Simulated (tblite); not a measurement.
Start geometry of `Oc1oc(F)[c]c1F` [radical] from a force field or distance geometry (Å):
```
atom  x, y, z in Å
O1    -1.7976   -0.9348   -0.3834
C2    -0.5806   -0.3109   -0.2040
O3     0.5664   -0.9767   -0.1562
C4     1.5797   -0.1692    0.0205
F5     2.8989   -0.4740    0.1302
C6     1.0572    1.1095    0.1220
C7    -0.3141    1.0319   -0.0209
F8    -1.1650    2.0611    0.0208
H9    -2.2315   -1.3310    0.4458
```

Task: What comes out of this run: tblite, GFN2-xTB geometry optimisation, gas phase?

Result: 
```
atom  x, y, z in Å
O1    -1.8581   -0.7678   -0.0913
C2    -0.6587   -0.1995   -0.1055
O3     0.4434   -0.9780    0.0192
C4     1.5068   -0.1169    0.0371
F5     2.6906   -0.6833    0.1134
C6     1.1046    1.1714    0.0671
C7    -0.2974    1.1332   -0.0663
F8    -1.1374    2.1591   -0.1040
H9    -1.7803   -1.7122    0.1050
```

The energy falls by 0.557 eV over 44 L-BFGS steps, the largest force on an atom goes from 3.28 to 0.007 eV/Å, and the atoms move by 0.298 Å rms after alignment. The bond that changes most is O3–C4 (ends: oxygen bonded to 2 C; carbon bonded to C, F and O), which lengthens by 0.061 Å. Bonds longer at the end by more than 0.005 Å: 3 of 9; shorter: 5. Among the angles that change most is O3–C4–F5, from 128.7° to 115.4°. Among the dihedrals that turn most is H9–O1–C2–O3, from 83° to 6°. Rotational constants go from 3847, 1670, 1169 to 3878, 1738, 1201 MHz. The orientation of the end geometry is arbitrary; only internal coordinates are fixed.

The run took 0.64 s of wall time on one thread, Intel Xeon at 2.50 GHz (x86_64), shared host with 64 logical CPUs at a one-minute load of 54.

Its GFN2-xTB frequencies are all real (lowest 198 cm⁻¹).

One conformer stands for the species.

These are computed values.
